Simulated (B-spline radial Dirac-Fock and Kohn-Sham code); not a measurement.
# Magnetic form factor of the 4f shell of Pb²⁸⁺

System: Pb²⁸⁺, [Kr] 4d10 4f8.

Level of theory: Dirac-Fock orbitals of the configuration average with a finite nucleus; a radial finite-basis atomic code. ⟨j_K⟩ is the integral of the 4f radial density with the spherical Bessel function j_K(4πsr), s = sin θ/λ.

Hund's rules give S = 3, L = 3, J = 6 for 4f8, so g = 1.500, and the dipole approximation is F = ⟨j0⟩ + C₂⟨j2⟩ with C₂ = (2 − g)/g = 0.333.

| s (Å⁻¹) | ⟨j0⟩ | ⟨j2⟩ | ⟨j4⟩ | ⟨j6⟩ | F (dipole) |
| --- | --- | --- | --- | --- | --- |
| 0 | 1.0000 | 0.0000 | 0.0000 | 0.0000 | 1.0000 |
| 0.06 | 0.9953 | 0.0019 | 0.0000 | 0.0000 | 0.9959 |
| 0.08 | 0.9916 | 0.0033 | 0.0000 | 0.0000 | 0.9927 |
| 0.09 | 0.9894 | 0.0042 | 0.0000 | 0.0000 | 0.9908 |
| 0.12 | 0.9812 | 0.0075 | 0.0000 | 0.0000 | 0.9837 |
| 0.15 | 0.9708 | 0.0116 | 0.0001 | 0.0000 | 0.9747 |
| 0.19 | 0.9536 | 0.0184 | 0.0001 | 0.0000 | 0.9597 |
| 0.23 | 0.9327 | 0.0265 | 0.0003 | 0.0000 | 0.9416 |
| 0.29 | 0.8952 | 0.0409 | 0.0007 | 0.0000 | 0.9088 |
| 0.36 | 0.8431 | 0.0605 | 0.0016 | 0.0000 | 0.8633 |
| 0.46 | 0.7567 | 0.0916 | 0.0041 | 0.0001 | 0.7872 |
| 0.57 | 0.6512 | 0.1271 | 0.0087 | 0.0004 | 0.6936 |
| 0.71 | 0.5126 | 0.1685 | 0.0180 | 0.0012 | 0.5688 |
| 0.89 | 0.3458 | 0.2073 | 0.0353 | 0.0038 | 0.4149 |
| 1.12 | 0.1756 | 0.2262 | 0.0620 | 0.0104 | 0.2510 |
| 1.4 | 0.0454 | 0.2087 | 0.0921 | 0.0237 | 0.1150 |

Radial moments of the shell: ⟨r²⟩ = 0.1786, ⟨r⁴⟩ = 0.05303, ⟨r⁶⟩ = 0.02378 in powers of bohr.

Values without a named source are computed, but for edge energies of neutral atoms, which are taken from tables.
